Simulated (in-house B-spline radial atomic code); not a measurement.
Response of the gallium ion Ga³⁺ as one setting changes: the radius of a hard wall (bohr). Method: PBE. A dash marks a strongly mixed or unbound state. A box has no continuum, so excitations may lie above minus the highest level. Computed with an all-electron radial atomic-structure program (B-spline basis): linear response of the closed shell [Ar] 3d10 with the functional's adiabatic kernel; scalar-relativistic (spin-free one-electron X2C), finite nucleus, no spin-orbit coupling, no double excitations, S, P, D and F terms only. Only terms of natural parity with L up to 3 were computed.

```tsv
radius of a hard wall (bohr)	lowest 1P (eV)	lowest 3P, Tamm-Dancoff (eV)	minus highest occupied level (eV)	α (bohr³)
2.5	3d → 4p 45.49	3d → 4p 42.36	49.16	0.936
3	3d → 4p 34.67	3d → 4p 32.28	51.52	1.212
3.5	3d → 4p 29.934	3d → 4p 27.994	52.22	1.376
4	?	?	?	?
4.5	3d → 4p 26.810	3d → 4p 25.283	52.46	1.482
5.5	?	?	?	?
6.5	3d → 4p 26.106	3d → 4p 24.726	52.48	1.495
8	3d → 4p 26.091	3d → 4p 24.716	52.48	1.495
10	3d → 4p 26.090	3d → 4p 24.715	52.48	1.495
15	3d → 4p 26.090	3d → 4p 24.716	52.48	1.495
```

Problem. What belongs in the row for 5.5?

Solution. lowest 1P (eV): 3d → 4p 26.206; lowest 3P, Tamm-Dancoff (eV): 3d → 4p 24.799; minus highest occupied level (eV): 52.48; α (bohr³): 1.494.

Problem. What belongs in the row for 4?

Solution. lowest 1P (eV): 3d → 4p 27.782; lowest 3P, Tamm-Dancoff (eV): 3d → 4p 26.106; minus highest occupied level (eV): 52.41; α (bohr³): 1.452.
